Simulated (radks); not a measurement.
Neutral rubidium inside a hard spherical wall (all orbitals vanish at R), configuration held at [Kr] 5s1 and not refilled when levels cross. All-electron calculation, scalar-relativistic Kohn-Sham, PBE, spin-polarised, spherical densities, point nucleus; open shells are filled with parallel spins first (spin-orbit coupling, left out, can overturn this in heavy ions). Program: a radial shooting solver on a logarithmic mesh with Libxc functionals. Eigenvalues in eV for spin up, with the zero of energy where the potential of the charges vanishes at infinity; a dash marks a level that is unbound or too diffuse for the functional's potential to be trusted. A positive occupied level is held by the wall or, in an anion where self-interaction has pushed it up, behind a barrier. The pressure on the wall is -dE/dV.

| R (bohr) | E (hartree) | kinetic (hartree) | e(3d) | e(4s) | e(4p) | e(5s) | e(5p, empty) | e(6s, empty) | pressure (GPa) |
|---|---|---|---|---|---|---|---|---|---|
| free | -2981.20150 | 3053.245 | -103.91 | -31.857 | -15.948 | -2.436 | -0.893 | - | 0 |
| 8 | -2981.17843 | 3053.352 | -103.04 | -31.019 | -15.138 | -1.453 | 1.125 | 8.090 | 0.596 |
| 3.5 | -2979.97268 | 3057.779 | -92.461 | -22.896 | -6.900 | 26.672 | 37.931 | 98.438 | 314 |
| 3 | -2978.68216 | 3062.361 | -84.840 | -17.207 | -0.462 | 48.673 | 63.056 | 152.23 | 1010 |
| 2.5 | -2975.46482 | 3072.847 | -71.064 | -5.409 | 13.256 | 93.637 | 112.08 | 252.39 | 3780 |
| 2 | -2966.38313 | 3099.557 | -45.744 | 23.364 | 46.427 | 195.27 | 218.54 | 460.90 | 17800 |
| 1.5 | -2934.99170 | 3184.472 | 8.636 | 115.16 | 147.26 | 468.41 | 493.64 | 977.68 | 122000 |
